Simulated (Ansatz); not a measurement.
A structure relaxed at PBE0-D4/def2-TZVP, charge 0, multiplicity 1:

```xyz
8

Cl   -1.2409   -2.5199    1.3446
In   -0.5637   -0.3045    1.3479
Cl   -0.6172    0.6846    3.4432
C     0.1278    0.6810   -0.4060
B     0.8511   -0.0121   -1.5396
O    -0.4499    0.1894   -1.7114
H     0.1366    1.7676   -0.3456
H     1.7561   -0.4861   -2.1331
```

Q: Give its formula and SMILES.

A: CH2BCl2InO, `[Cl][In]([Cl])[CH]1BO1`.

Q: Summarise the bond lengths by kind.

A: 2 × Cl–In 2.317 to 2.318 Å; 1 × C–In 2.127 Å; 1 × B–C 1.513 Å; 1 × C–O 1.510 Å; 1 × C–H 1.088 Å; 1 × B–O 1.328 Å; 1 × B–H 1.181 Å.

Results of the Gaussian-basis code of Ansatz.
